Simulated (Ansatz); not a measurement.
C4H3O (SMILES [c-]1ccco1), charge -1, singlet, geometry from GFN2-xTB (a gas-phase anion, which may not be bound at this level); Ansatz (a quantum-chemistry and plane-wave program) with CCSD(T)/STO-3G.

Ansatz was given this input:
Ansatz 0.2 input:
```yaml
crystal:
  periodic: [false, false, false]
  atoms:
    - {symbol: O, position_ang: [-0.00434124, 0.04793050, 1.16904018]}
    - {symbol: C, position_ang: [0.01699507, 1.22054995, 0.39478422]}
    - {symbol: C, position_ang: [-0.01760528, -1.04457952, 0.36698234]}
    - {symbol: C, position_ang: [0.01553600, 0.75294446, -0.91996930]}
    - {symbol: C, position_ang: [-0.00610386, -0.66403323, -0.93846348]}
    - {symbol: H, position_ang: [-0.03459745, -2.01935969, 0.83917224]}
    - {symbol: H, position_ang: [0.02893664, 1.37399554, -1.81376634]}
    - {symbol: H, position_ang: [-0.01254091, -1.32736979, -1.79773000]}
basis:
  gaussian:
    orbitals: STO-3G
total_charge: -1
magnetization: {spin_polarized: false}
correlation: {method: ccsd_t, electrons: outside_noble_gas}
accuracy: high
```

It wrote (shortened):

```
Functional definition: HF
586 factors; integrals over basis functions are off by at most 2.2e-9 eV
mean field evaluation 1: about -6118.9149 eV, gradient 2.4e1 eV
mean field evaluation 2: about -6119.1670 eV, gradient 2.4e1 eV
mean field evaluation 4: about -6121.3941 eV, gradient 2.2e0 eV
mean field evaluation 8: about -6121.4366 eV, gradient 3.4e-2 eV
mean field evaluation 16: about -6118.9143 eV, gradient 2.4e1 eV
mean field -6121.43516728 eV, -224.9585931399 hartree, gradient 1.9e-8 eV, S^2 0.000000; 0 other end points of the search recorded, 0 dependent functions left out; unrestricted orbitals would lower it
5 core orbitals not correlated
reference -6121.43516728 eV, -224.9585931399 hartree; 13, 13 occupied and 10, 10 virtual orbitals, 586 factors
second order -7.18573053 eV of doubles, -0.00000000 eV of singles
cycle   1  -7.93139033 eV  change   -7.5e-1 eV  update   1.0e-1
cycle   2  -8.35561786 eV  change   -4.2e-1 eV  update   3.6e-2
cycle   3  -8.47765424 eV  change   -1.2e-1 eV  update   1.7e-2
cycle   4  -8.48879072 eV  change   -1.1e-2 eV  update   4.9e-3
cycle   5  -8.48749466 eV  change    1.3e-3 eV  update   1.5e-3
cycle   6  -8.48652173 eV  change    9.7e-4 eV  update   5.1e-4
cycle   7  -8.48641077 eV  change    1.1e-4 eV  update   1.7e-4
cycle   8  -8.48650029 eV  change   -9.0e-5 eV  update   5.7e-5
cycle   9  -8.48651943 eV  change   -1.9e-5 eV  update   1.6e-5
cycle  10  -8.48651733 eV  change    2.1e-6 eV  update   5.4e-6
cycle  11  -8.48651840 eV  change   -1.1e-6 eV  update   2.0e-6
cycle  12  -8.48651899 eV  change   -5.8e-7 eV  update   6.4e-7
cycle  13  -8.48651994 eV  change   -9.5e-7 eV  update   2.2e-7
cycle  14  -8.48652011 eV  change   -1.7e-7 eV  update   8.2e-8
cycle  15  -8.48652008 eV  change    2.8e-8 eV  update   4.1e-8
cycle  16  -8.48652006 eV  change    1.6e-8 eV  update   2.6e-8
cycle  17  -8.48652018 eV  change   -1.2e-7 eV  update   1.6e-7
cycle  18  -8.48652022 eV  change   -3.3e-8 eV  update   6.3e-8
cycle  19  -8.48652022 eV  change   6.5e-11 eV  update   1.8e-8
cycle  20  -8.48652022 eV  change   -1.1e-9 eV  update   6.4e-9
cycle  21  -8.48652022 eV  change   -2.2e-9 eV  update   2.3e-9
perturbative correction -0.26135515 eV, -0.0096046247 hartree
Total energy: -6130.18304265 eV, -225.2800716302 hartree
```
